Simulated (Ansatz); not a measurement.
F$_{2}$OS, charge -1, doublet, geometry from GFN2-xTB (a state made from the parent by changing its charge; the spin is typed, not shown lowest) (a gas-phase anion, which may not be bound at this level); PBE/pcseg-1 in Ansatz (a first-principles code).

Input for Ansatz:
Ansatz 0.2 input:
```yaml
crystal:
  periodic: [false, false, false]
  atoms:
    - {symbol: O, position_ang: [1.30256338, -0.09150231, -0.17980136]}
    - {symbol: S, position_ang: [-0.13768958, 0.00967240, 0.01900620]}
    - {symbol: F, position_ang: [-0.34190385, 1.86544885, -0.03962579]}
    - {symbol: F, position_ang: [-0.57114878, -1.80130884, 0.16566043]}
basis:
  gaussian:
    orbitals: pcseg-1.json
    fitting: {mean_field: def2-universal-JKFIT}
hamiltonian:
  xc: pbe
total_charge: -1
magnetization: {spin_polarized: true, initial_magnetization: 1}
```
The basis file holds pcseg-1 in the JSON format of the Basis Set Exchange.

The log (banner, timings and long lists left out):

```
Functional definition: PBE
359 factors; integrals over basis functions are off by at most 2.4e-2 eV
mean field evaluation 1: about -18299.7607 eV, gradient 2.8e1 eV
mean field evaluation 2: about -18271.5816 eV, gradient 8.7e1 eV
mean field evaluation 4: about -18302.8188 eV, gradient 6.4e0 eV
mean field evaluation 8: about -18302.9533 eV, gradient 6.2e-2 eV
mean field evaluation 16: about -18302.9533 eV, gradient 7.3e-6 eV
mean field -18302.95334114 eV, -672.6211290996 hartree, gradient 7.2e-6 eV, S^2 0.751674; 0 other end points of the search recorded, 0 dependent functions left out
reference -18302.95336384 eV, -672.6211299337 hartree; 22, 21 occupied and 38, 39 virtual orbitals, 359 factors
Total energy: -18302.95336384 eV, -672.6211299337 hartree
```
